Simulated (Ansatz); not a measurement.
`C=C(S)S` + HI → `C=C(S)I` + H₂S  (substitution at a C–S bond)

Gas-phase electronic energies from Ansatz, PBE0-D4/def2-TZVP geometries. CCSD(T)/CBS adds triple-zeta CCSD(T) − MP2 to the extrapolated MP2 energy (def2 sets, frozen cores). This one scheme is used for every species. DFT in def2-TZVPP. def2 core potentials past Kr. For I outer-core shells are correlated without core-valence functions, which leaves a few kJ/mol of doubt a bond. One conformer a species, not always the lowest.

```csv
level,ΔE (kcal/mol)
PBE0-D4,2.8
r2SCAN,2.7
HF/def2-TZVPP,3.3
CCSD(T)/def2-TZVPP,1.3
```

(1) What does CCSD(T)/CBS give? (Best estimate.)

Largest T1 diagnostic among the species: 0.012.

## Answers

(1) Ansatz gave: +0.7 kcal/mol. The listed levels differ from it by 2.1, 2.0, 2.6, 0.6 kcal/mol.

Leaving LDA and LC-ωPBE aside and taking each functional with its dispersion term where it has one, the values, not all of them listed here, spread over 1.4 kcal/mol, from BLYP-D4 to r2SCAN0-D4. LDA lies +1.5 kcal/mol from PBE without D4. From BLYP to BHLYP (50 % exact exchange), in def2-TZVPP and without D4, ΔE moves by +1.1 kcal/mol. At CCSD(T), def2-SVP lies +3.3 kcal/mol from the extrapolated value and def2-TZVPP +0.6 kcal/mol.
